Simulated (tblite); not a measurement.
Compound: C₇H₆FO (doublet state).
Atom-mapped SMILES: `[CH2:1]=[CH:2]/[C:3](=[CH:4]/[F:5])[C:6](=[CH2:7])[C:8]=[O:9]` (hydrogens: H10, H11 on C1; H12 on C2; H13 on C4; H14, H15 on C7)
Bond orders are those of one Lewis drawing.

Computed with GFN2-xTB (tblite), gas phase: L-BFGS steps from a force-field or distance-geometry start until the largest atomic force falls under 0.01 eV/Å.

Step 10: E = -726.2353 eV
```
atom  x, y, z in Å  |  force x, y, z in eV/Å
C1      2.1138   -0.4560    0.5048   -0.047   0.050  -0.071
C2      1.4585    0.2679   -0.3967   -0.020  -0.073   0.026
C3      0.0309    0.5402   -0.4053   -0.109   0.020  -0.007
C4     -0.4530    1.5025   -1.1951    0.026  -0.111   0.070
F5     -1.7609    1.7855   -1.2688   -0.014   0.042   0.025
C6     -0.9072   -0.2860    0.4172   -0.054   0.036  -0.019
C7     -1.1868   -1.6013    0.0561    0.061  -0.028  -0.019
C8     -1.5561    0.3255    1.4108   -0.075   0.012   0.127
O9     -2.0748    0.7907    2.3487    0.121   0.031  -0.113
H10     1.6310   -0.9211    1.3487   -0.048   0.019  -0.072
H11     3.1784   -0.5920    0.4199   -0.016  -0.036   0.052
H12     1.9934    0.7220   -1.2204    0.069   0.030   0.040
H13     0.1399    2.1339   -1.8389    0.006   0.031  -0.031
H14    -0.6955   -2.0250   -0.7969   -0.007  -0.046   0.039
H15    -1.9162   -2.1789    0.5941    0.107   0.024  -0.048
```

Step 11: E = -726.2376 eV
```
atom  x, y, z in Å  |  force x, y, z in eV/Å
C1      2.1092   -0.4566    0.5059   -0.019   0.031  -0.058
C2      1.4590    0.2695   -0.3966   -0.082  -0.055  -0.028
C3      0.0293    0.5379   -0.4072   -0.065   0.012   0.043
C4     -0.4535    1.5022   -1.1928   -0.005  -0.036  -0.010
F5     -1.7609    1.7912   -1.2659    0.002   0.021   0.033
C6     -0.9077   -0.2882    0.4170   -0.040   0.026  -0.021
C7     -1.1793   -1.6064    0.0582    0.035   0.010  -0.017
C8     -1.5557    0.3280    1.4091   -0.025  -0.056   0.043
O9     -2.0678    0.7969    2.3478    0.084   0.064  -0.058
H10     1.6233   -0.9233    1.3485   -0.033   0.035  -0.107
H11     3.1735   -0.5944    0.4215   -0.009  -0.036   0.069
H12     1.9927    0.7282   -1.2209    0.055  -0.010   0.098
H13     0.1390    2.1314   -1.8407    0.000   0.018  -0.005
H14    -0.6921   -2.0278   -0.7993   -0.014  -0.033   0.068
H15    -1.9133   -2.1806    0.5934    0.115   0.008  -0.050
```

**Question.** Estimate the geometry and energy of step 12. (The exact step hangs on the optimiser's Hessian estimate; all steps are aligned on step 11, rigid shifts and turns removed.)

**Answer.** E = -726.2405 eV, largest force 0.157 eV/Å
```
atom  x, y, z in Å  |  force x, y, z in eV/Å
C1      2.1031   -0.4569    0.5062    0.021  -0.013  -0.024
C2      1.4578    0.2705   -0.3971   -0.128  -0.017  -0.090
C3      0.0262    0.5351   -0.4086   -0.002   0.019   0.068
C4     -0.4544    1.5016   -1.1905   -0.037   0.052  -0.092
F5     -1.7607    1.7988   -1.2615    0.012   0.000   0.038
C6     -0.9090   -0.2906    0.4165   -0.015  -0.007  -0.031
C7     -1.1692   -1.6123    0.0605    0.001   0.061  -0.008
C8     -1.5554    0.3297    1.4072    0.028  -0.109  -0.039
O9     -2.0576    0.8062    2.3461    0.031   0.101   0.015
H10     1.6129   -0.9253    1.3462   -0.024   0.042  -0.124
H11     3.1672   -0.5981    0.4249   -0.003  -0.027   0.076
H12     1.9927    0.7357   -1.2194    0.028  -0.049   0.144
H13     0.1377    2.1284   -1.8429   -0.008  -0.002   0.026
H14    -0.6879   -2.0320   -0.8010    0.000  -0.023   0.071
H15    -1.9076   -2.1829    0.5916    0.096  -0.029  -0.029
```

The energy changes by -0.0029 eV. The first-order estimate −F·Δx gives -0.0038 eV and the mean of the old and new forces, exact on a quadratic surface, -0.0029 eV. The step makes an angle of 65° with the force vector and moves no atom by more than 0.014 Å.

What follows is the cost of the whole relaxation. On one thread of an Arm Neoverse V1, shared host with 32 logical CPUs at a one-minute load of 32, this took 0.65 s.
